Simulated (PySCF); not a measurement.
Labels have come off several samples. The candidates:

A. SMILES Clc1ccc2cnccc2c1
B. SMILES O=C([C@]1(OC)C[C@@H]1F)Cl
C. 4-amino-1-fluorobenzene (Nc1ccc(F)cc1)

Spectrum 1. 13C{1H} NMR (computed): δ 157.6 (CH), 151.3 (CH), 147.8 (C), 141.1 (C), 135.0 (CH), 133.9 (CH), 132.3 (CH), 129.9 (C), 124.5 (CH).

Spectrum 2. 13C{1H} NMR (computed): δ 164.4 (C), 148.1 (C), 122.2 (CH), 116.9 (CH).

Spectrum 3. 13C{1H} NMR (computed): δ 182.4 (C), 84.7 (CH), 72.4 (C), 56.7 (CH3), 24.1 (CH2).

- shielding tensors at PBE0/pcSseg-1 (GIAO)
- GFN2-xTB geometry
- program: PySCF 2.14.0 with density-fitted response routines
- non-relativistic, rapidly exchanging positions averaged, a single conformation, in vacuum

Chemical shifts δ = σref − σ; 13C (186.93 ppm) against TMS, all at this level. Splittings of carbon signals by F and P are missing where no couplings were computed. Shifts are as computed. Against solution values, carbons near 30 ppm lie about +3 ppm off and those near 130 ppm about +5 ppm; carbons on Cl a further +6 ppm. Of 1211 compounds with measured shifts, 218 miss one by over three times the rms of a fit or turn the order of signals round; such compounds aren't used in these exercises. Carbons bonded to Cl come out too deshielded.

Q: Which spectrum belongs to which compound?

A: 1–A, 2–C, 3–B.

- Spectrum 1 (A): 9 13C signals; δC 157.6 is an aromatic CH next to a ring nitrogen; δC 151.3 is an aromatic CH next to a ring nitrogen.
- Spectrum 2 (C): 4 13C signals; δC 164.4 is an aromatic carbon bearing fluorine; δC 148.1 is an aromatic carbon bearing nitrogen.
- Spectrum 3 (B): 5 13C signals; δC 84.7 is a three-membered-ring carbon; δC 72.4 is a three-membered-ring carbon.
